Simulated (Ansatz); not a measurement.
`N[SiH2][SiH2]N` + `OCO` → `N[SiH2]OCO` + `N[SiH3]`  (cleavage of the Si–Si bond)

Computed with Ansatz on PBE0-D4/def2-TZVP structures; ΔE is electronic, products minus reactants. CBS: MP2 limit from def2 TZ/QZ plus the TZ coupled-cluster correction, frozen cores. This one scheme is used for every species. Functionals use def2-TZVPP. B3LYP here is the variant with VWN-RPA as its local correlation; programs differ in this. Each species was taken in one conformer, which may not be the lowest.

| level | ΔE (kJ/mol) |
| --- | --- |
| B3LYP-D4 | -111.3 |
| PBE0 | -97.3 |
| HF/def2-TZVPP | -136.6 |
| CCSD/CBS(def2) | -116.1 |

**Question.** What does CCSD(T)/CBS give? (Estimate.)

**Answer.** Computed: -113.4 kJ/mol. The listed levels differ from it by 2.1, 16.1, -23.2, -2.7 kJ/mol.

Largest T1 diagnostic among the species: 0.011.

From PBE to PBE0 (25 % exact exchange), in def2-TZVPP and without D4, ΔE moves by −7.0 kJ/mol. The D4 term adds +3.4 kJ/mol with B3LYP and +1.9 kJ/mol with PBE0; it sums over pairs of atoms, weighted by their polarisabilities, and B3LYP, whose exchange is more repulsive, gets the larger term.
